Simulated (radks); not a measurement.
Xe XL, 15 electrons, occupied as [Ne] 3s2 3p3. Calculated with a radial shooting solver on a logarithmic mesh with Libxc functionals: Dirac Kohn-Sham, exchange-only PBE, spin-unpolarised, spherical densities, finite nucleus; open shells fill j = l - 1/2 first; Fermi nuclear charge, rms radius 4.7859 fm.

Unscreened Slater integrals over Kohn-Sham orbitals (eV). Large and small components are both included. Empty in this configuration: 3d3/2.

| integral | value |
|---|---|
| F0(3p3/2,3p3/2) | 90.590 |
| F2(3p3/2,3p3/2) | 45.398 |
| F0(3p3/2,3p1/2) | 92.026 |
| G2(3p3/2,3p1/2) | 45.651 |
| F0(3p3/2,3s1/2) | 89.496 |
| G1(3p3/2,3s1/2) | 57.819 |
| F0(3p3/2,2p3/2) | 119.77 |
| F2(3p3/2,2p3/2) | 30.988 |
| G0(3p3/2,2p3/2) | 12.345 |
| G2(3p3/2,2p3/2) | 13.598 |
| F0(3p3/2,3d3/2) | 95.828 |
| F2(3p3/2,3d3/2) | 45.592 |
| G1(3p3/2,3d3/2) | 46.801 |
| G3(3p3/2,3d3/2) | 31.748 |
| F0(3p1/2,3p1/2) | 93.565 |
| F0(3p1/2,3s1/2) | 90.845 |
| G1(3p1/2,3s1/2) | 57.483 |
| F0(3p1/2,2p3/2) | 123.06 |
| G2(3p1/2,2p3/2) | 13.441 |
| F0(3p1/2,3d3/2) | 97.650 |
| G1(3p1/2,3d3/2) | 50.049 |
| F0(3s1/2,3s1/2) | 88.659 |
| F0(3s1/2,2p3/2) | 116.03 |
| G1(3s1/2,2p3/2) | 11.906 |
| F0(3s1/2,3d3/2) | 94.604 |
| G2(3s1/2,3d3/2) | 35.786 |
| F0(2p3/2,2p3/2) | 246.79 |
| F2(2p3/2,2p3/2) | 117.70 |
| F0(2p3/2,3d3/2) | 132.16 |
| F2(2p3/2,3d3/2) | 41.871 |
| G1(2p3/2,3d3/2) | 38.942 |
| G3(2p3/2,3d3/2) | 22.503 |
| F0(3d3/2,3d3/2) | 104.88 |
| F2(3d3/2,3d3/2) | 54.287 |
